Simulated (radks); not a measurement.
Values are calculated unless marked as measured or tabulated.
Question: These are the eigenvalues of the occupied orbitals of an atom or ion with whole-number occupations (eV). Level of theory: Dirac Kohn-Sham, PBEsol, spin-unpolarised, spherical densities, point nucleus (a radial shooting solver on a logarithmic mesh with Libxc functionals).

orbital  eigenvalue
1s1/2     -80677.32
2s1/2     -14265.00
2p1/2     -13680.18
2p3/2     -11845.49
3s1/2     -3406.786
3p1/2     -3144.185
3p3/2     -2739.399
3d3/2     -2303.805
3d5/2     -2216.829
4s1/2     -777.7636
4p1/2     -665.8127
4p3/2     -567.9462
4d3/2     -384.8614
4d5/2     -366.5457
5s1/2     -148.9225
4f5/2     -131.6115
4f7/2     -127.6754
5p1/2     -111.8274
5p3/2      -94.2694
5d3/2      -43.5358
5d5/2      -41.5349

Which element is it, and in what charge state? The configuration may be excited. Open shells, if any, fill j = l - 1/2 first.

Answer: Z = 79, gold, charge +3: Au3+ in [Xe] 4f13 5d9. The list shows which subshells hold electrons but not how many an open one holds; the 1s level, -2964.8 hartree, gives Z - s = 77.0 by -(Z - s)^2/2, which with screening and relativity narrows Z to a few neighbours, and the depths of the outer levels then fix element, charge and occupations together.
